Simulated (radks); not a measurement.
The numbers below are computed, except where a source is named.
Valence configurations of B (all share [He]). Code: a radial shooting solver on a logarithmic mesh with Libxc functionals. Model: scalar-relativistic Kohn-Sham, PBE, spin-polarised, spherical densities, finite nucleus; open shells are filled with parallel spins first; Fermi nuclear charge, rms radius 2.406 fm. Energies are relative to 2s2 2p1; eigenvalues in eV for spin up.

valence      E (eV)  moment (Bohr magnetons)   e(2p)    e(2s)
2s2 2p1       0.000                        1  -4.019   -9.907
2s1.5 2p1.5   1.999                        2  -4.530  -10.502
2s1 2p2       3.196                        3  -4.852  -10.885
2s0.5 2p2.5   6.209                        3  -5.032  -11.050
2p3           9.213                        3  -5.199        -

NIST lists [He] 2s2 2p1 as the ground configuration; this level of theory agrees among the configurations tried. The energies are those of spherical high-spin densities, not of single terms.
